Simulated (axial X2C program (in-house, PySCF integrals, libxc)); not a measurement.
## ScF⁺ along the bond: HF, 2c

Calculated with an in-house all-electron X2C program for linear molecules (integrals from PySCF). Two-component (2c) means X2C with spin–orbit coupling and atomic mean-field two-electron Coulomb and Gaunt terms. Basis: Sc dyall-cv3z [10s11p7d5f2g], F dyall-av3z [7s6p3d2f] (cores contracted in-house); Gaussian nuclei, density fitting, unrestricted open shells. Masses: Sc 44.956 u, F 18.998 u.

State: Ω = 3/2 (⟨Sz⟩ = -0.50, ⟨Lz⟩ = 2.00 at HF). Dipoles are positive if F is the positive end and refer to the centre of mass.

```tsv
R (Å)	μ (D)	HOMO (eV)	LUMO (eV)
1.551	-6.091	-14.14	-5.35
1.623	-6.737	-14.56	-5.49
1.676	-7.195	-14.85	-5.59
1.730	-7.633	-15.13	-5.69
1.783	-8.056	-15.39	-5.78
1.845	-8.532	-15.68	-5.89
1.908	-8.992	-15.95	-5.99
1.988	-9.566	-16.28	-6.12
2.086	-10.247	-16.64	-6.27
2.229	-11.204	-17.12	-6.48
```

The minimum lies at 1.817 Å. What is the dipole moment there?

At HF, 2c, with the sign and origin stated: μ = -8.32 D.

The state is one determinant whose occupation by symmetry is held fixed; it was picked as the lowest of a PBE0 search that is not exhaustive. Other states lie close and PBE0, whose exact exchange favours high spin, may order them wrongly; the determinant shown need not be the ground state. The nearest other 2c determinant of the search, Ω = 5/2, lies 0.02 eV up at the distance of the search.
